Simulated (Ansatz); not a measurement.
GaPH₃F₃⁺, that is Ga(PH3)F3 with one electron fewer: single points at one geometry.

```yaml
crystal:
  periodic: [false, false, false]
  atoms:
    - {symbol: Ga, position_ang: [-0.003698, 0.009670, -1.374787]}
    - {symbol: P, position_ang: [0.003485, -0.005976, 1.115606]}
    - {symbol: H, position_ang: [0.713798, 1.027512, 1.768187]}
    - {symbol: H, position_ang: [0.550298, -1.145524, 1.748619]}
    - {symbol: H, position_ang: [-1.249829, 0.082442, 1.763492]}
    - {symbol: F, position_ang: [1.721804, -0.011737, -1.680564]}
    - {symbol: F, position_ang: [-0.848349, 1.517345, -1.665995]}
    - {symbol: F, position_ang: [-0.887519, -1.473733, -1.674557]}
basis:
  gaussian: {orbitals: def2-TZVP, initial_orbitals: start.molden}
total_charge: 1
magnetization: {spin_polarized: true, initial_magnetization: 1}
hamiltonian: {xc: pbe0, dispersion: d4}
scf: {omitted_lower_state_checks: [starts]}
output: {orbitals: {seedname: orbitals}}
```

The file start.molden holds the orbitals of an earlier run on this structure, at another level or in another basis.

```sh
$ ansatz run in.yaml --threads 2 --pin off --events-out ev --progress --plain --max-ram 4352MiB
```

It prints (some lines left out):

```
Functional definition: PBE0
1295 factors; their error is unknown
mean field evaluation 1: about -69838.6332 eV, gradient 1.6e2 eV
mean field evaluation 2: about -69843.5376 eV, gradient 5.5e0 eV
mean field evaluation 4: about -69843.9050 eV, gradient 1.9e-1 eV
mean field evaluation 8: about -69843.9054 eV, gradient 2.3e-5 eV
mean field -69843.90536187 eV, -2566.7161801494 hartree, gradient 2.3e-5 eV, S^2 0.758101; 0 other end points of the search recorded, 0 dependent functions left out
reference -69843.90539063 eV, -2566.7161812061 hartree; 38, 37 occupied and 158, 159 virtual orbitals, 1295 factors
Total energy: -69844.03382806 eV, -2566.7209011949 hartree
Checks for a lower state left out: starts
```

It took 20 s on 2 threads of Arm Neoverse N1 on a shared host, peak host memory 0.74 GiB.

First input, but with `hamiltonian: {xc: pbe, dispersion: d4}` (abridged; 12 s):

```
Functional definition: PBE
mean field -69842.69115564 eV, -2566.6715588934 hartree, gradient 8.7e-6 eV, S^2 0.752354
Total energy: -69842.84184001 eV, -2566.6770964417 hartree
Checks for a lower state left out: starts
```

First input, but with `hamiltonian: {xc: r2scan, dispersion: d4}` (abridged; 26 s):

```
Functional definition: r2SCAN
mean field -69858.32315292 eV, -2567.2460241978 hartree, gradient 4.4e-6 eV, S^2 0.755766
Total energy: -69858.35833785 eV, -2567.2473172202 hartree
Checks for a lower state left out: starts
```

Geometry: PBE0-D4/def2-SVP, that of the neutral singlet.
